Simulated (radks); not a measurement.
Numerical settings for the iron ion Fe+, [Ar] 3d6 4s1. Calculated with a radial shooting solver on a logarithmic mesh with Libxc functionals: scalar-relativistic Kohn-Sham, PBE, spin-polarised, spherical densities, finite nucleus; open shells are filled with parallel spins first; Fermi nuclear charge, rms radius 3.7377 fm. The defaults (mesh step 0.008 in ln r, mesh end at 40 bohr or more with all orbitals vanishing there, Anderson mixing 0.5 over 9 steps, residual threshold near 1e-9 with the energy settled to 1e-9 hartree or 1e-11 of itself, here a cap of 50 iterations) give E = -1272.2935 hartree and 4s at -13.070 eV in 18 iterations. Run on one thread of a shared host, so times are rough (Arm Neoverse V1): 0.18 s of CPU time, 0.18 s wall, 18 iterations on 2259 mesh points. Changes against that run (0 stands for a change within the tolerance of the run):

| setting | iterations | converged | E (mhartree) | e(4s) (meV) | CPU (s) |
|---|---|---|---|---|---|
| mesh step in ln r 0.05 | 15 | yes | +0.0132 | +0.00463 | 0.04 |
| mesh step in ln r 0.12 | 2 | no | diverged | - | 0.01 |
| mesh step in ln r 0.02 | 15 | yes | 0 | 0 | 0.07 |
| mesh end (bohr) 20 | 18 | yes | 0 | 0 | 0.17 |
| mesh end (bohr) 2 | 18 | level above zero | +4.86e+03 | +8.41e+04 | 0.13 |
| residual threshold 1e-13 | 50 | no | 0 | 0 | 0.3 |
| residual threshold 0.01 | 10 | yes | 0 | -0.321 | 0.12 |
| mixing 2.5 | 28 | yes | 0 | 0 | 0.25 |
| linear mixing, mixing 1 | 26 | no | diverged | - | 0.51 |
| linear mixing, mixing 0.2 | 50 | no | 0 | -0.0283 | 0.42 |
| mixing history 3 | 25 | yes | 0 | 0 | 0.21 |
| iteration cap 3 | 3 | no | +14.9 | -1.27e+03 | 0.04 |

Settled on a wrong energy, with an occupied level pushed above zero by the early mesh end: mesh end (bohr) 2 (+4.86 hartree). Apart from these: no run marked as converged misses the energy by more than 1 mhartree. A mesh that ends early acts as a hard wall.
